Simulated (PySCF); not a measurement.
## Ionisation energy of Hg⁴⁶⁺ by level of theory

Hg⁴⁶⁺ [Ar] 3d10 4s2 4p4 (3P) → Hg⁴⁷⁺ [Ar] 3d10 4s2 4p3 (4S), as a difference of total energies. Computed with PySCF 2.14 in an uncontracted even-tempered set (17 s from 5.2 bohr⁻², ratio 2.5; 12 p from 6.7 bohr⁻², ratio 2.5; 8 d from 12 bohr⁻², ratio 2.5; 4 f from 36 bohr⁻², ratio 2.7; 4 g from 54 bohr⁻², ratio 2.7), with no relativity, point nucleus. Correlated levels: outer shells: [Ne] frozen; virtual orbitals above 40 to 60 times the deepest correlated orbital energy dropped. The calculations carry no spin-orbit coupling.

```
                method  ionisation energy (eV)
                   UHF                  2431.4
                   LDA                  2435.6
                   PBE                  2434.8
                  PBE0                  2434.4
                r2SCAN                  2433.9
               r2SCAN0                  2433.8
                  TPSS                  2434.2
    MP2 (outer shells)                  2432.8
SCS-MP2 (outer shells)                  2432.8
```

Spin-orbit coupling is strong in these open shells (close to jj coupling). The scalar numbers leave it out and a first-order estimate fails, so it can dominate the gap to the real levels.

The gap to the reference is mostly relativistic.

For comparison: 2478 ± 4 eV (theoretical estimate listed by NIST; NIST Atomic Spectra Database, ionization energies).
